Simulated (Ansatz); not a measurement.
Basis sets compared for Ga(H2S)F3 (GaH₂SF₃). The state is a singlet with charge 0. Geometry PBE-D4/def2-SVP. Ansatz on 4 threads of Arm Neoverse V2 on a shared host; times are rough, and most runs start from earlier orbitals.

```tsv
atom	x (Å)	y (Å)	z (Å)
Ga1	-0.235	0.456	0.888
S2	0.481	-1.229	-0.881
H3	-0.581	-0.889	-1.668
H4	1.280	-0.300	-1.484
F5	-1.610	-0.389	1.599
F6	-0.597	1.751	-0.264
F7	1.262	0.600	1.811
```

Binding counts from free atoms (Ga doublet, S triplet, H doublet, F doublet) in the same basis, without a counterpoise term.

```csv
level,functions,energy (Eh),HOMO (eV),LUMO (eV),binding per atom (eV),wall time
PBE-D4/def2-SVP,102,-2622.5624,-8.13,-1.83,3.41,0.75 s
PBE-D4/def2-TZVP,190,-2623.3317,-8.37,-2.28,3.39,1.5 s
r2SCAN-D4/def2-TZVP,190,-2623.9194,-8.77,-2.02,3.36,3.4 s
PBE0-D4/def2-SVP,102,-2622.6337,-9.82,-0.85,3.28,1.1 s
PBE0-D4/def2-TZVP,190,-2623.3982,-9.93,-1.28,3.27,2.9 s
```

Question: Estimate the rows for PBE-D4/def2-TZVPD, r2SCAN-D4/def2-TZVPD, PBE0-D4/def2-TZVPD.

Answer: 
```tsv
level	functions	energy (Eh)	HOMO (eV)	LUMO (eV)	binding per atom (eV)	wall time
PBE-D4/def2-TZVPD	238	-2623.3374	-8.46	-2.35	3.39	2.4 s
r2SCAN-D4/def2-TZVPD	238	-2623.9238	-8.82	-2.06	3.36	5 s
PBE0-D4/def2-TZVPD	238	-2623.4029	-9.98	-1.40	3.28	3.7 s
```
